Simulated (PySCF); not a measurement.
ClH6NOSi2, SMILES N[SiH2]O[SiH2]Cl.

Geometry optimised at B3LYP-D3(BJ)/def2-SVP. This is a generated structure with no PubChem entry under its InChIKey; it may be hypothetical. One conformer was computed; it need not be the lowest.

Level of theory: B3LYP-D3(BJ)/def2-SVP in PySCF 2.14.0.

Frequencies are harmonic and unscaled.

| mode | ν (cm⁻¹) | IR (km/mol) | moving atoms (share of kinetic energy) |
|---|---|---|---|
| 1 | 42 | 2.5 | Si 28 %, O 25 %, H 23 %, N 14 %, Cl 11 % |
| 2 | 56 | 0.5 | H 34 %, N 23 %, Si 23 %, Cl 10 %, O 9 % |
| 3 | 70 | 1.1 | Cl 37 %, N 32 %, Si 13 %, H 10 %, O 8 % |
| 4 | 240 | 7.5 | O 30 %, Si 21 %, Cl 20 %, H 17 %, N 12 % |
| 5 | 262 | 22.8 | H 93 % |
| 6 | 333 | 83.0 | H 39 %, O 32 %, Si 24 % |
| 7 | 408 | 196.4 | H 50 %, N 33 %, O 11 % |
| 8 | 518 | 52.7 | Si 53 %, Cl 41 % |
| 9 | 561 | 19.4 | H 85 %, Si 12 % |
| 10 | 622 | 40.9 | Si 52 %, H 26 %, O 18 % |
| 11 | 645 | 41.2 | H 73 %, Si 16 % |
| 12 | 738 | 21.7 | H 89 % |
| 13 | 800 | 19.5 | H 90 % |
| 14 | 860 | 21.9 | N 48 %, H 29 %, Si 23 % |
| 15 | 888 | 195.9 | H 80 %, Si 11 % |
| 16 | 906 | 314.0 | H 77 %, N 11 %, Si 10 % |
| 17 | 953 | 185.7 | H 88 %, Si 10 % |
| 18 | 958 | 401.5 | H 79 %, Si 17 % |
| 19 | 990 | 28.1 | H 89 %, Si 9 % |
| 20 | 1070 | 313.1 | O 71 %, Si 16 %, H 13 % |
| 21 | 1545 | 42.7 | H 89 %, N 11 % |
| 22 | 2254 | 123.4 | H 97 % |
| 23 | 2263 | 96.5 | H 97 % |
| 24 | 2268 | 152.4 | H 96 % |
| 25 | 2277 | 117.7 | H 97 % |
| 26 | 3571 | 26.3 | H 96 % |
| 27 | 3664 | 34.5 | H 91 %, N 9 % |
